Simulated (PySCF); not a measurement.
# Electronic structure of Bi³⁺ (bismuth, charge +3) at the UHF level

Configuration: [Xe] 4f14 5d10 6s2, closed-shell 1S. Computed with PySCF 2.14 in cc-pVTZ-PP with ECP60MDF, with scalar relativity through the core potential.

* Total energy: -211.882862 hartree
* One-electron energy: -350.1203 hartree
* Hartree (Coulomb) energy: 153.6146 hartree
* Exchange energy: -15.3771 hartree
* ⟨S²⟩: 0.0000
* ⟨L²⟩: 0.000
* Sum of ⟨r⟩: 23.99 bohr
* Sum of ⟨r²⟩: 34.34 bohr²
* Time after the integrals: 0.12 s of wall time on 1 thread of Neoverse-V1 (shared host)

```json
{"shell": "5s", "electrons": "2", "mean orbital energy (hartree)": "-7.71138", "rms radius, mean of both spins (bohr)": "0.899"}
{"shell": "5p", "electrons": "6", "mean orbital energy (hartree)": "-5.28740", "rms radius, mean of both spins (bohr)": "1.02"}
{"shell": "5d", "electrons": "10", "mean orbital energy (hartree)": "-2.33468", "rms radius, mean of both spins (bohr)": "1.30"}
{"shell": "6s", "electrons": "2", "mean orbital energy (hartree)": "-1.57572", "rms radius, mean of both spins (bohr)": "2.18"}
```

Energies and moments cover only the electrons outside the core potential. Spin-orbit coupling, which splits the p, d and f shells strongly at this Z, is absent.
